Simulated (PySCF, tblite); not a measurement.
Isomers of C5H11OP, one GFN2-xTB conformer each. Single-point energies are computed at PBE0/pcSseg-1 (PySCF, gas phase, no added dispersion term), electronic only.

**Question.** Rank them by PBE0/pcSseg-1 energy, lowest first (kJ/mol).
A. `[CH2:1]=[CH:2][CH2:3][P:4]([CH3:5])([CH3:6])=[O:7]` with C1–C2–C3–P4 -102°, C2–C3–P4–C5 -53°
B. `[CH3:1][CH2:2][C@@H:3]1[CH2:4][CH2:5][P@@H:6]1=[O:7]` with C1–C2–C3–C4 177°, C2–C3–C4–C5 -95°, C3–C4–C5–P6 -18°, C4–C5–P6–O7 138°, C2–C3–P6–C5 101°
C. `[CH2:1]=[C:2]([CH3:3])[P:4]([CH3:5])([CH3:6])=[O:7]` with C1–C2–P4–C5 -132°
D. `[CH3:1][CH2:2][P:3]1(=[O:4])[CH2:5][CH2:6][CH2:7]1` with C1–C2–P3–O4 56°, C2–P3–C5–C6 91°, P3–C5–C6–C7 17°, C5–C6–C7–P3 -17°, C2–P3–C7–C6 -91°
E. `[CH3:1]/[CH:2]=[P:3]\[CH2:4][CH2:5][CH2:6][OH:7]` with C2–P3–C4–C5 77°, P3–C4–C5–C6 62°, C4–C5–C6–O7 -179°, C5–C6–O7–H -60°
F. `[CH3:1][C@@H:2]1[CH2:3][CH2:4][CH2:5][P@@H:6]1=[O:7]` with C1–C2–C3–C4 -162°, C2–C3–C4–C5 53°, C3–C4–C5–P6 -36°, C4–C5–P6–O7 135°
G. `[CH2:1]=[CH:2][P@H:3](=[O:4])[CH:5]([CH3:6])[CH3:7]` with C1–C2–P3–O4 3°, C2–P3–C5–C6 -169°
H. `[CH3:1][P:2]([CH3:3])(=[O:4])[CH:5]1[CH2:6][CH2:7]1` with C1–P2–C5–C6 -91°

**Answer.** F (0.0), D (27.0), C (28.2), A (34.3), H (34.5), B (62.1), G (86.6), E (167.2).

As drawn, the lowest has a P=O bond, which the highest lacks; the highest has an O–H bond, which the lowest lacks. Neighbours under 10 kJ/mol apart (CCP1(=O)CCC1 and C=C(C)P(C)(C)=O; C=C(C)P(C)(C)=O and C=CCP(C)(C)=O; C=CCP(C)(C)=O and CP(C)(=O)C1CC1) can change places with a better method, another conformer or zero-point energy. GFN2-xTB itself gives, in the same order: 0.0, 68.7, 103.5, 113.0, 85.3, 68.0, 119.5, 300.7. Both levels put the same isomer lowest; measured from each level's own lowest isomer, the values differ by up to 133.5 kJ/mol (C/C=P\CCCO: 300.7 against 167.2).

**Question.** Which frontier levels, dipoles and rotational constants go with these structures?

**Answer.** 
```
              SMILES  HOMO (eV, PBE0/pcSseg-1)  LUMO (eV)  dipole (D)      A, B, C (MHz)
C[C@@H]1CCC[P@@H]1=O                     -7.45       0.80        4.10   2714, 2448, 1470
        CCP1(=O)CCC1                     -7.42       0.95        3.95   3374, 1752, 1527
     C=C(C)P(C)(C)=O                     -7.49      -0.26        4.16   2715, 1837, 1591
       C=CCP(C)(C)=O                     -7.17      -0.17        4.00   3328, 1434, 1395
      CP(C)(=O)C1CC1                     -7.51       1.04        3.89   3245, 1710, 1578
CC[C@@H]1CC[P@@H]1=O                     -7.64       0.86        3.82   2901, 2070, 1391
   C=C[P@H](=O)C(C)C                     -7.63      -0.67        3.64   3595, 1517, 1334
          C/C=P\CCCO                     -7.00      -1.30        2.65  3421, 1086, 986.7
```

**Question.** What happens when harmonic zero-point energies from GFN2-xTB frequencies are added?

**Answer.** 
```csv
SMILES,ZPE (kJ/mol),electronic (kJ/mol),with ZPE (kJ/mol)
C[C@@H]1CCC[P@@H]1=O,398.4,0.0,0.0
CCP1(=O)CCC1,397.2,27.0,25.9
C=C(C)P(C)(C)=O,385.7,28.2,15.5
C=CCP(C)(C)=O,385.0,34.3,20.9
CP(C)(=O)C1CC1,390.1,34.5,26.2
CC[C@@H]1CC[P@@H]1=O,396.7,62.1,60.4
C=C[P@H](=O)C(C)C,387.7,86.6,75.9
C/C=P\CCCO,395.0,167.2,163.7
```

The zero-point energies span 13.4 kJ/mol. The lowest isomer stays, but the order above it changes.

**Question.** As an exercise, what shares would exp(−E/RT) give at 1000 K from these electronic energies alone (no entropy, no degeneracies)?

**Answer.** RT = 8.314 kJ/mol: C[C@@H]1CCC[P@@H]1=O 90.5 %, CCP1(=O)CCC1 3.5 %, C=C(C)P(C)(C)=O 3.1 %, C=CCP(C)(C)=O 1.5 %, CP(C)(=O)C1CC1 1.4 %, CC[C@@H]1CC[P@@H]1=O 0.1 %, C=C[P@H](=O)C(C)C under 0.1 %, C/C=P\CCCO under 0.1 %.
